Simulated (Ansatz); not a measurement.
Isolated molecules relaxed with PBE0-D4/def2-TZVP in Ansatz; ΔE leaves out vibrations. CBS: MP2 limit from def2 TZ/QZ plus the TZ coupled-cluster correction, frozen cores. This one scheme is used for every species. DFT in def2-TZVPP. Each species was taken in one conformer, which may not be the lowest.

Reaction (redistribution): `COB(S)Cl` + `N[SiH2]F` → `COBS` + `N[SiH](F)Cl`

```
             level  ΔE (eV)
         r2SCAN-D4    -0.25
           ωB97X-V    -0.25
              PBE0    -0.25
   CCSD/def2-TZVPP    -0.24
CCSD(T)/def2-TZVPP    -0.22
    MP2/def2-QZVPP    -0.23
      HF/CBS(def2)    -0.33
     MP2/CBS(def2)    -0.24
```

Question: What does CCSD(T)/CBS give? (Estimate.)

Answer: Computed: -0.25 eV. The listed levels differ from it by 0.00, 0.00, 0.00, 0.01, 0.03, 0.02, -0.08, 0.01 eV.

Largest T1 diagnostic among the species: 0.013.

In def2-TZVPP, CCSD(T) changes the Hartree–Fock value by +0.10 eV (the triples alone add +0.02 eV) and MP2 by +0.11 eV.
